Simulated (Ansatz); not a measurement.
Program: Ansatz. Geometries: PBE0-D4/def2-TZVP. ΔE: electronic, gas phase. CCSD(T)/CBS is the MP2 limit (def2-TZVPP, def2-QZVPP) plus CCSD(T) − MP2 in def2-TZVPP, frozen cores. DFT in def2-TZVPP. B3LYP here is the variant with VWN-RPA as its local correlation; programs differ in this. For Ga outer-core shells are correlated without core-valence functions, which leaves a few kJ/mol of doubt a bond. Scalar relativity is left out up to krypton. Each species was taken in one conformer, which may not be the lowest.

Reaction (redistribution): `F[SiH2]S[SiH2]Cl` + `[NH2][GaH][OH]` → `O[SiH](F)S[SiH2]Cl` + `[NH2][GaH2]`

`F[SiH2]S[SiH2]Cl`:

```xyz
9

F    -1.964   -1.325   -0.821
Si   -1.258    0.094   -1.008
S    -0.748    0.932    0.876
Si    1.123   -0.052    1.126
Cl    2.632    0.924    0.138
H    -0.044   -0.123   -1.823
H    -2.231    1.007   -1.642
H     1.060   -1.427    0.585
H     1.429   -0.031    2.570
```

`[NH2][GaH][OH]`:

```xyz
7

N    -0.827    0.151   -0.873
Ga    0.141   -0.573    0.479
O     1.480    0.400    1.156
H    -0.668    1.059   -1.272
H    -1.597   -0.322   -1.313
H    -0.124   -1.974    1.077
H     1.595    1.259    0.745
```

`O[SiH](F)S[SiH2]Cl`:

Z-matrix (Å, degrees):
```
Si
F 1 1.594
S 1 2.130 2 107.7
O 1 1.622 2 111.5 3 119.2
H 1 1.468 2 108.0 3 -123.3
Si 3 2.129 1 100.2 2 -34.9
H 4 0.959 1 119.2 2 -72.3
Cl 6 2.052 3 111.5 1 -56.2
H 6 1.478 3 105.4 1 -174.0
H 6 1.476 3 111.9 1 64.2
```

`[NH2][GaH2]`:

```xyz
6

N     0.044   -0.644   -0.701
Ga   -0.040    0.581    0.633
H     0.766   -1.340   -0.782
H    -0.625   -0.708   -1.449
H     1.091    0.528    1.708
H    -1.236    1.583    0.592
```

```tsv
level	ΔE (kJ/mol)	difference from CCSD(T)/CBS
PBE-D4	-55.0	-0.8
r2SCAN-D4	-60.3	-6.1
PBE0-D4	-58.2	-4.0
B3LYP-D4	-59.6	-5.4
ωB97X-V	-56.9	-2.7
ωB97M-V	-61.6	-7.4
B2PLYP	-54.3	-0.1
PBE	-52.5	1.7
r2SCAN	-59.6	-5.4
PBE0	-56.0	-1.8
B3LYP	-55.4	-1.2
HF/def2-TZVPP	-59.2	-5.0
MP2/def2-TZVPP	-52.2	2.0
SCS-MP2/def2-TZVPP	-50.9	3.3
CCSD/def2-TZVPP	-54.5	-0.3
CCSD(T)/def2-TZVPP	-53.8	0.4
HF/def2-QZVPP	-59.3	-5.1
MP2/def2-QZVPP	-52.6	1.6
SCS-MP2/def2-QZVPP	-51.3	2.9
HF/CBS(def2)	-59.4	-5.2
MP2/CBS(def2)	-52.7	1.5
CCSD/CBS(def2)	-55.0	-0.8
CCSD(T)/CBS	-54.2	0
```

Largest T1 diagnostic among the species: 0.014.

In def2-TZVPP, CCSD(T) changes the Hartree–Fock value by +5.4 kJ/mol (the triples alone add +0.7 kJ/mol) and MP2 by +6.9 kJ/mol. The D4 term adds −4.2 kJ/mol with B3LYP and −2.2 kJ/mol with PBE0; it sums over pairs of atoms, weighted by their polarisabilities, and B3LYP, whose exchange is more repulsive, gets the larger term.
